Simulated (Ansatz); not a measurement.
Al2Cl2H4, SMILES `[AlH2-]1[Cl+][AlH2-][Cl+]1`, charge 0, multiplicity 1.

(1) Give a relaxed structure at PBE0-D4/def2-TZVP (Ansatz 0.2.0). (An estimate is asked.)

Results:

(1) Computed: 
Cartesian coordinates in Å:
```
Al -0.9355 1.1746 -0.5940
Cl -0.0375 0.7150 1.4729
Al 0.9357 -1.1744 0.5940
Cl 0.0286 -0.7208 -1.4703
H -0.1861 2.4240 -1.1867
H -2.4892 0.9427 -0.5158
H 2.4876 -0.9324 0.5108
H 0.1964 -2.4286 1.1892
```
Point group D2h.
